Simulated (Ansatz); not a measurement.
A run for Ansatz (a program for electronic structure): U-B3LYP-D3(BJ)/def2-SVP on C14H9 (SMILES [c]1c2ccccc2cc2ccccc12).

Ansatz 0.2 input:
```yaml
crystal:
  periodic: [false, false, false]
  atoms:
    - {symbol: C, position_ang: [-0.05710000, 1.43450000, 0.12390000]}
    - {symbol: C, position_ang: [1.18780000, 0.86550000, 0.15680000]}
    - {symbol: C, position_ang: [2.40070000, 1.58430000, 0.30230000]}
    - {symbol: C, position_ang: [3.59770000, 0.93730000, 0.32510000]}
    - {symbol: C, position_ang: [3.65340000, -0.46740000, 0.20380000]}
    - {symbol: C, position_ang: [2.51200000, -1.19570000, 0.06230000]}
    - {symbol: C, position_ang: [1.24020000, -0.57310000, 0.03230000]}
    - {symbol: C, position_ang: [0.05100000, -1.28130000, -0.11060000]}
    - {symbol: C, position_ang: [-1.19130000, -0.65520000, -0.13840000]}
    - {symbol: C, position_ang: [-2.41010000, -1.36190000, -0.28320000]}
    - {symbol: C, position_ang: [-3.60640000, -0.71250000, -0.30570000]}
    - {symbol: C, position_ang: [-3.66260000, 0.69220000, -0.18440000]}
    - {symbol: C, position_ang: [-2.52030000, 1.41810000, -0.04310000]}
    - {symbol: C, position_ang: [-1.25350000, 0.78310000, -0.01450000]}
    - {symbol: H, position_ang: [2.34600000, 2.65900000, 0.39430000]}
    - {symbol: H, position_ang: [4.51770000, 1.49220000, 0.43640000]}
    - {symbol: H, position_ang: [4.61500000, -0.95910000, 0.22470000]}
    - {symbol: H, position_ang: [2.55270000, -2.27230000, -0.03080000]}
    - {symbol: H, position_ang: [0.09390000, -2.35840000, -0.20360000]}
    - {symbol: H, position_ang: [-2.36510000, -2.43840000, -0.37600000]}
    - {symbol: H, position_ang: [-4.52630000, -1.26780000, -0.41700000]}
    - {symbol: H, position_ang: [-4.62430000, 1.18350000, -0.20530000]}
    - {symbol: H, position_ang: [-2.55120000, 2.49360000, 0.05060000]}
basis:
  gaussian:
    orbitals: def2-SVP
hamiltonian:
  xc: b3lyp
  dispersion: d3bj
magnetization: {spin_polarized: true, initial_magnetization: 1}
relax: {f_tol: 0.004, max_steps: 120}
```

Predict the final total energy.

-538.5115 hartree.

How many basis functions does it have, and what does it roughly cost on one machine?

241 functions; around 4 core-minutes (rough).
